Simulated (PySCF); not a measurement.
A structure optimised at B3LYP-D3(BJ)/def2-SVP, used in a PySCF frequency run:

```
Sn
O 1 1.9754
H 2 0.9687 1 112.35
N 1 2.0253 2 105.97 3 -159.27
H 4 1.0212 1 111.69 2 -138.70
H 4 1.0224 5 108.03 1 -120.61
Cl 1 2.3493 2 108.84 3 -38.64
Cl 1 2.3599 2 111.24 3 77.65
```

### Question
Write its SMILES and formula.

### Answer
[NH2][Sn]([OH])([Cl])[Cl], Cl2H3NOSn

### Question
What are its rotational constants (standard atomic weights)?

### Answer
1.9077, 1.4854, 1.1840 GHz
